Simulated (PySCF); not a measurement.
**Partial charges of `C=C(C)[BH2-]CC`**

Compound: C₅H₁₂B (charge -1).
Z-matrix (Å and degrees, PBE0-D3(BJ)/def2-SVP geometry), rows numbered from 1:
```
C 
C   1  1.3458
C   2  1.5076  1  118.15
B   2  1.6260  1  124.87  3  -179.55
C   4  1.6496  2  111.49  1   115.69
C   5  1.5247  4  113.66  2   -63.84
H   1  1.1031  2  122.62  3    -0.47
H   1  1.0966  2  120.81  3   180.00
H   3  1.1048  2  110.24  1   122.26
H   3  1.1066  2  113.67  1     0.24
H   3  1.1050  2  110.75  1  -121.47
H   4  1.2568  2  108.03  1  -124.47
H   4  1.2527  2  109.74  1    -5.55
H   5  1.1107  4  110.93  2    59.05
H   5  1.1083  4  109.20  2   174.13
H   6  1.1093  5  114.49  4   178.78
H   6  1.1047  5  110.76  4    57.12
H   6  1.1047  5  110.50  4   -59.86
```

Density: PBE0/pcSseg-1 (PySCF); schemes: Mulliken, IAO, Hirshfeld and ESP-fitted. One conformer (not necessarily the lowest) at the PBE0-D3(BJ)/def2-SVP geometry, without solvent, vibrations or thermal averaging. The pcSseg-1 basis has no diffuse functions, a weakness for an anion.

Problem. For which atoms does the sign change between the 4 schemes (beyond +0.03 e in one, beyond −0.03 e in another)?

Solution. C2, B4, C5, H14 and H15. Atomic charges aren't observables, and each scheme defines them in its own way.

Problem. Which atoms carry the lowest charge in the Mulliken, IAO, Hirshfeld and ESP-fitted schemes?

Solution. The schemes don't all agree: Mulliken C5 (-0.432); IAO C3 (-0.396); Hirshfeld C1 (-0.179); ESP-fitted C1 (-0.782).

Problem. Do the Mulliken, IAO, Hirshfeld and ESP-fitted schemes agree on where the charge is highest?

Solution. The schemes don't all agree: Mulliken B4 (+0.222); IAO H9 (+0.126); Hirshfeld H11 (+0.024); ESP-fitted C2 (+0.443).

Problem. What partial charge does each atom carry?

Solution. In e:

| atom | environment | Mulliken | IAO | Hirshfeld | ESP-fitted |
| --- | --- | --- | --- | --- | --- |
| C1 | terminal =CH2 carbon | -0.217 | -0.392 | -0.179 | -0.782 |
| C2 | fully substituted alkene carbon | -0.395 | -0.029 | -0.049 | +0.443 |
| C3 | allylic carbon | -0.219 | -0.396 | -0.131 | -0.521 |
| B4 | four-coordinate boron | +0.222 | -0.319 | -0.117 | -0.177 |
| C5 | sp3 carbon bound to boron | -0.432 | -0.343 | -0.155 | +0.317 |
| C6 | methyl carbon | -0.281 | -0.389 | -0.137 | -0.315 |
| H7 | vinylic hydrogen | +0.031 | +0.081 | -0.011 | +0.166 |
| H8 | vinylic hydrogen | +0.068 | +0.113 | +0.004 | +0.179 |
| H9 | methyl hydrogen | +0.094 | +0.126 | +0.022 | +0.106 |
| H10 | methyl hydrogen | +0.058 | +0.096 | +0.007 | +0.079 |
| H11 | methyl hydrogen | +0.095 | +0.122 | +0.024 | +0.127 |
| H12 | B–H hydrogen | -0.178 | -0.078 | -0.149 | -0.248 |
| H13 | B–H hydrogen | -0.178 | -0.080 | -0.144 | -0.224 |
| H14 | methylene hydrogen | +0.050 | +0.080 | -0.007 | -0.131 |
| H15 | methylene hydrogen | +0.062 | +0.093 | -0.004 | -0.107 |
| H16 | methyl hydrogen | +0.050 | +0.086 | -0.003 | -0.007 |
| H17 | methyl hydrogen | +0.090 | +0.117 | +0.013 | +0.045 |
| H18 | methyl hydrogen | +0.080 | +0.114 | +0.015 | +0.049 |

Mean size of the charges over all atoms: ESP-fitted 0.224 e, IAO 0.170 e, Mulliken 0.156 e, Hirshfeld 0.065 e. Each set sums to the total charge, -1, to within 0.001 e. The ESP scheme fits charges at the nuclei, held to the total charge, to the electrostatic potential on points at 1.4 to 2.0 times the van der Waals radii.

Problem. Sum the charges by element, for elements with more than one atom.

Solution. 
```
element  atoms  Mulliken     IAO  Hirshfeld  ESP-fitted
      C      5    -1.544  -1.549     -0.651      -0.858
      H     12    +0.322  +0.869     -0.233      +0.035
```

Problem. How closely do the schemes follow one another over all atoms?

Solution. Correlation coefficient and root-mean-square difference: IAO with Hirshfeld 0.90, 0.141 e; Mulliken with Hirshfeld 0.69, 0.146 e; Mulliken with IAO 0.61, 0.173 e; Hirshfeld with ESP-fitted 0.58, 0.252 e; IAO with ESP-fitted 0.58, 0.238 e; Mulliken with ESP-fitted 0.09, 0.328 e.
